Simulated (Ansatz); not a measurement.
Geometry optimisation, Ansatz, RKS PBE0-D4/def2-SVP.

The input (input.yaml):

```yaml
crystal:
  periodic: [false, false, false]
  atoms:
    - { symbol: B, position_ang: [0.0, 0.0, 0.0] }
    - { symbol: "N", position_ang: [0.0, 0.0, 1.9] }
    - { symbol: H, position_ang: [-0.877, -0.2713, 2.43] }
    - { symbol: H, position_ang: [0.877, 0.2713, 2.43] }
    - { symbol: F, position_ang: [1.1431, 0.0, -0.66] }
    - { symbol: F, position_ang: [-1.1431, 0.0, -0.66] }
    - { symbol: H, position_ang: [-0.1864, 1.4017, 0.4698] }
    - { symbol: H, position_ang: [-0.1534, 1.1538, 1.3606] }
basis:
  gaussian: { orbitals: def2-SVP }
hamiltonian:
  xc: pbe0
  dispersion: d4
relax:
  f_tol: 0.15
  max_steps: 25
  restrain:
    - { distance: [0, 6], at: 2.39, k: 30.0 }
    - { distance: [7, 1], at: 2.26, k: 30.0 }
    - { distance: [0, 1], at: 1.55, k: 30.0 }
    - { distance: [7, 6], at: 0.66, k: 30.0 }
```

Command:

```bash
$ ansatz run input.yaml --threads 1 --pin off --max-ram 2048MiB --backend cpu --events-out ev --progress --plain --runs-dir out
```

Task: Where does it end, and by what steps?

Result: It converged. The restraints hold the end off the free minimum. After 11 steps the energy has fallen by 3.589 eV (the restraints' own energy left out); H7 moved furthest, 0.81 Å.

| step | energy less start (eV) | largest force component (eV/Å) | accepted |
| --- | --- | --- | --- |
| 0 | 0.0000 | 4.597 | yes |
| 1 | -0.3552 | 3.383 | yes |
| 2 | -1.1629 | 3.151 | yes |
| 3 | -2.5119 | 2.566 | yes |
| 4 | -3.3229 | 2.335 | yes |
| 5 | -3.5236 | 2.593 | yes |
| 6 | -3.5660 | 2.409 | yes |
| 7 | -3.5714 | 2.864 | yes |
| 8 | -3.5878 | 2.492 | yes |
| 9 | -3.4372 | 2.111 | no |
| 10 | -3.5877 | 2.447 | no |
| 11 | -3.5887 | 2.442 | yes |

```xyz
8
Properties=species:S:1:pos:R:3
B 0.023 -0.175 0.296
N 0.038 -0.282 1.760
H -0.801 -0.467 2.290
H 0.901 -0.279 2.284
F 1.150 -0.011 -0.378
F -1.113 -0.272 -0.376
H -0.302 2.198 0.387
H -0.235 1.843 1.009
```

The run took 25 s on 1 thread of Arm Neoverse V2, on a shared host, peak memory 0.14 GiB.
